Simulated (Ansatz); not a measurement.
Total energies of Zn₆O₆H₁₈ from Ansatz at PBE0-D4/def2-TZVP, gas phase (1 Eh = 27.2114 eV = 2625.5 kJ/mol). The reference geometry is relaxed at PBE-D4/def2-SVP.

```
atom   x (Å)   y (Å)   z (Å)
  O1  -0.670   0.314   1.897
 Zn2   0.904   1.570   1.536
 Zn3   0.493  -1.456   1.989
  O4   1.909  -0.267   1.114
  O5   0.946   1.750  -0.501
 Zn6   2.382   0.223  -0.815
 Zn7  -2.175  -0.494   0.772
  O8  -0.733  -2.037   0.457
  O9  -1.681  -0.010  -1.154
Zn10  -0.282   1.192  -2.039
Zn11  -0.690  -1.834  -1.579
 O12   0.892  -0.592  -1.955
 H13  -0.785  -0.693   4.620
 H14  -1.042   0.538   2.773
 H15   1.342   2.704   2.510
 H16  -1.238  -0.218   5.025
 H17   0.786  -2.355   3.228
 H18   2.743  -0.375   1.611
 H19   1.322   2.627  -0.716
 H20   3.368   3.022  -1.390
 H21   3.241   3.783  -1.411
 H22   3.850   0.372  -1.317
 H23  -3.643  -0.635   1.273
 H24  -1.070  -2.930   0.663
 H25  -2.511   0.068  -1.664
 H26  -3.300  -1.483  -3.063
 H27  -0.576   2.091  -3.275
 H28  -1.130  -2.967  -2.554
 H29  -3.928  -1.063  -3.216
 H30   1.274  -0.844  -2.817
```

```tsv
state	geometry	energy (Eh)
charge 0 singlet	reference	-11136.98848
charge 1 doublet	reference	-11136.64796
charge -1 doublet	reference	-11136.97925
free O atom (triplet)	–	-75.01860
free Zn atom (singlet)	–	-1779.14424
free H atom (doublet)	–	-0.50104
```

Single mean-field runs in def2-TZVP are fitted with def2-universal-jkfit.

(1) Work out the vertical ionisation energy to the doublet.

(2) Work out the vertical electron affinity, to the doublet.

(3) Give the fundamental gap IE − EA, the Mulliken electronegativity (IE + EA)/2 and the hardness (IE − EA)/2.

(4) What is the binding energy per atom against free atoms?

(1) E(charge 1 doublet) − E(charge 0 singlet) = -11136.64796 − (-11136.98848) = 0.34052 Eh = 9.27 eV. For comparison, −ε of the highest occupied level is 7.87 eV at this level, 1.40 eV less.

(2) E(charge 0 singlet) − E(charge -1 doublet) = -11136.98848 − (-11136.97925) = -0.00923 Eh = -0.25 eV; negative, so the extra electron isn't bound. The basis lacks diffuse functions, which makes affinities too small.

(3) From the values in Eh: IE − EA = 0.34052 − (-0.00923) = 0.34975 Eh = 9.52 eV; (IE + EA)/2 = 4.51 eV; (IE − EA)/2 = 4.76 eV. The HOMO–LUMO gap of the same run is 7.00 eV, 2.52 eV smaller than the fundamental gap.

(4) Atoms: 6 × (-75.01860) + 6 × (-1779.14424) + 18 × (-0.50104) = -11133.99576 Eh. Binding: -11133.99576 − (-11136.98848) = 2.99272 Eh = 81.44 eV, or 2.71 eV for each of 30 atoms (no zero-point energy, no counterpoise term).

At PBE0-D4/def2-TZVP the highest occupied level of the charge -1 doublet lies above zero (up to 1.47 eV). Energy differences disagree on whether the electron is bound (positive means bound): -0.25 eV (vertical, to the charge 0 singlet, at PBE0-D4/def2-TZVP), but 0.12 eV at PBE-D4/def2-TZVP.
